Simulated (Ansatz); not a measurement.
Program: Ansatz. Geometries: PBE0-D4/def2-TZVP. ΔE: electronic, gas phase. CBS: MP2 limit from def2 TZ/QZ plus the TZ coupled-cluster correction, frozen cores. For Se outer-core shells are correlated without core-valence functions, which leaves a few kJ/mol of doubt a bond. Scalar relativity is left out up to krypton. Each species was taken in one conformer, which may not be the lowest.

`CC(O)CN` + `B[SeH]` → `B[Se]C(C)O` + CH₃NH₂  (substitution at a C–C bond)

```tsv
species	CCSD(T)/def2-TZVPP energy (Eh)
`CC(O)CN`	-249.31877
`B[SeH]`	-2426.71089
`B[Se]C(C)O`	-2580.32173
CH₃NH₂	-95.69970
```

Work out ΔE.

ΔE = (-2580.32173) + (-95.69970) − (-249.31877) − (-2426.71089) = 0.00823 Eh = +5.2 kcal/mol. CCSD(T)/CBS gives +4.7 kcal/mol.

Largest T1 diagnostic among the species: 0.013.

From PBE to PBE0 (25 % exact exchange), in def2-TZVPP and without D4, ΔE moves by +1.6 kcal/mol. In def2-TZVPP, CCSD(T) changes the Hartree–Fock value by −1.8 kcal/mol (the triples alone add −0.7 kcal/mol) and MP2 by −2.9 kcal/mol.
